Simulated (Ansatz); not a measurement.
A run of Ansatz (development build ahead of 0.2.0) on quartet TiCl at this shape:

| atom | x (Å) | y (Å) | z (Å) |
| --- | --- | --- | --- |
| Ti | 0.0000 | 0.0000 | 0.0000 |
| Cl | 0.0000 | 0.0000 | 2.7025 |

Its results:

```json
{"Converged": "yes", "Total energy": "-1309.25366 hartree", "Spin squared of the determinant": "3.763", "Stability test": "minimum"}
```

Question: Which input gives this output? Name the method, the orbitals and the basis set, and write the input.

Answer: PBE (unrestricted) in pcseg-2.

```yaml
crystal:
  periodic: [false, false, false]
  atoms:
    - { symbol: Ti, position_ang: [0.0, 0.0, 0.0] }
    - { symbol: Cl, position_ang: [0.0, 0.0, 2.7025] }
basis:
  gaussian: { orbitals: pcseg-2 }
magnetization:
  spin_polarized: true
  initial_magnetization: 3
hamiltonian:
  xc: pbe
```

Caution: other spin multiplicities were not run.
